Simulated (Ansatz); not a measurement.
Ansatz (a quantum-chemistry and plane-wave program) input (CAM-B3LYP/def2-TZVPD):

Ansatz 0.2 input:
```yaml
crystal:
  periodic: [false, false, false]
  atoms:
    - {symbol: Br, position_ang: [-0.96839463, 2.36832120, -0.76591992]}
    - {symbol: Sn, position_ang: [-0.00000000, 0.00000000, -0.00000000]}
    - {symbol: Br, position_ang: [-1.84501322, -1.88866956, -0.40276580]}
    - {symbol: Br, position_ang: [0.62835249, 0.09191568, 2.59424198]}
    - {symbol: Br, position_ang: [2.18505536, -0.57156732, -1.42555626]}
basis:
  gaussian:
    orbitals: def2-TZVPD
hamiltonian:
  xc: {name: CAM-B3LYP}
total_charge: -1
magnetization: {spin_polarized: true, initial_magnetization: 1}
output: {forces: true}
```

End of the output:

```
mean field evaluation 1: about -286036.5555 eV, gradient 1.8e1 eV
mean field evaluation 2: about -286036.2112 eV, gradient 1.9e1 eV
mean field evaluation 4: about -286038.1273 eV, gradient 4.9e-1 eV
mean field evaluation 8: about -286038.1733 eV, gradient 6.0e-2 eV
mean field evaluation 16: about -286038.1733 eV, gradient 9.3e-5 eV
mean field -286038.17331392 eV, -10511.7089856491 hartree, gradient 2.7e-5 eV, S^2 0.759548; 0 other end points of the search recorded, 0 dependent functions left out
the calculation of the forces begins
reference -286038.17346713 eV, -10511.7089912794 hartree; 82, 81 occupied and 202, 203 virtual orbitals, 1945 factors
Total energy: -286038.17346713 eV, -10511.7089912794 hartree
Atom 0 at    -0.968395     2.368321    -0.765920 Å, force     0.066909    -0.163633     0.052919 eV/Å
Atom 1 at    -0.000000     0.000000    -0.000000 Å, force    -0.000001     0.000000    -0.000000 eV/Å
Atom 2 at    -1.845013    -1.888670    -0.402766 Å, force     0.127477     0.130493     0.027828 eV/Å
Atom 3 at     0.628352     0.091916     2.594242 Å, force    -0.043414    -0.006351    -0.179242 eV/Å
Atom 4 at     2.185055    -0.571567    -1.425556 Å, force    -0.150971     0.039491     0.098495 eV/Å
Dipole moment:     0.000001    -0.000000     0.000000 e Å
```
